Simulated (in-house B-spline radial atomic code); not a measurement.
Values are calculated unless marked as measured or tabulated.
# Ghost states of the separable form: Cl

Cl, [Ne] 3s2 3p5, non-relativistic LDA (VWN5), spherical and spin-unpolarised, from a B-spline radial code for spherical atoms (atomic units; all potentials screened as in the neutral atom).

Troullier-Martins channels: 3s (ε = -0.7545, r_c = 1.062 bohr), 3p (ε = -0.3204, r_c = 1.174 bohr). In the Kleinman-Bylander form one channel serves as the local potential, and each other channel l becomes |δV u><u δV|/<u|δV|u>, with δV = V_l − V_local and u the pseudo-orbital. Its strength is E_KB = <u|δV²|u>/<u|δV|u>. By the analysis of Gonze, Stumpf and Scheffler a spurious state lies below the reference level ε if E_KB > 0 and ε is above the second level of the local potential alone, or if E_KB < 0 and ε is above its first. The table's levels are those of angular momentum l in a sphere of 9 bohr, whose wall can lift a shallow ε a little above its free-atom value.

```tsv
local	channel	<u δV u>	<u δV² u>	ε	first local level	second local level
p	s	0.23701	1.0667	-0.7545	-1.4409	-0.0728
s	p	-0.16523	0.72974	-0.3204	-0.2332	0.1025
```

Q: Apply the rule to each row.

A: Local p, channel s: E_KB = +4.5, so ε = -0.7545 is set against -0.0728: no ghost. Local s, channel p: E_KB = -4.42, so ε = -0.3204 is set against -0.2332: no ghost.

Diagonalising the separable Hamiltonian gives:

```tsv
local	channel	three lowest levels	all-electron, two lowest valence levels
p	s	-0.7545, 0.0154, 0.2778	-0.7545, 0.0158
s	p	-0.3204, 0.0871, 0.3709	-0.3204, 0.0872
```

Q: Which choices of local channel are safe?

A: All are free of ghosts. Among the safe choices the second level, which tests transfer, is off by at most 0.1 millihartree (s local), 0.4 millihartree (p local).
